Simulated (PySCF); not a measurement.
**Two probes of the same atoms: core binding energy and nuclear shielding**

Compound: C7H7NO.
Atom-mapped SMILES: `[CH3:1][C:2](=[O:3])[c:4]1[cH:5][cH:6][cH:7][cH:8][n:9]1`

Binding energies: delta-SCF UKS SCAN, pcX-2 on the ionised atom, pcseg-1 elsewhere, spin-free X2C in PySCF 2.14.0. Shieldings: GIAO PBE/pcSseg-1, non-relativistic, same geometry.

| atom | C 1s (eV) |
| --- | --- |
| C1 | 290.68 |
| C4 | 291.45 |
| C5 | 290.74 |
| C6 | 291.14 |
| C7 | 290.87 |
| C8 | 291.54 |

Q: What are the absolute isotropic shieldings of these atoms?

A: 
| atom | environment | C 1s (eV) | isotropic shielding (ppm) |
| --- | --- | --- | --- |
| C1 | methyl carbon next to a carbonyl | 290.68 | 151.2 |
| C5 | aromatic CH carbon | 290.74 | 56.0 |
| C7 | aromatic CH carbon | 290.87 | 49.7 |
| C6 | aromatic CH carbon | 291.14 | 41.0 |
| C4 | substituted aromatic carbon | 291.45 | 26.6 |
| C8 | aromatic CH next to a ring nitrogen | 291.54 | 27.8 |

Over these 6 sites the two quantities correlate at r = -0.72. By binding energy: C1 < C5 < C7 < C6 < C4 < C8. By shielding: C4 < C8 < C6 < C7 < C5 < C1.

Geometry: PBE0-D3(BJ)/def2-SVP, one conformer, isolated molecule.

The values belong to the conformer `[CH3:1][C:2](=[O:3])[c:4]1[cH:5][cH:6][cH:7][cH:8][n:9]1`: C1–C2–C4–C5 -179°.
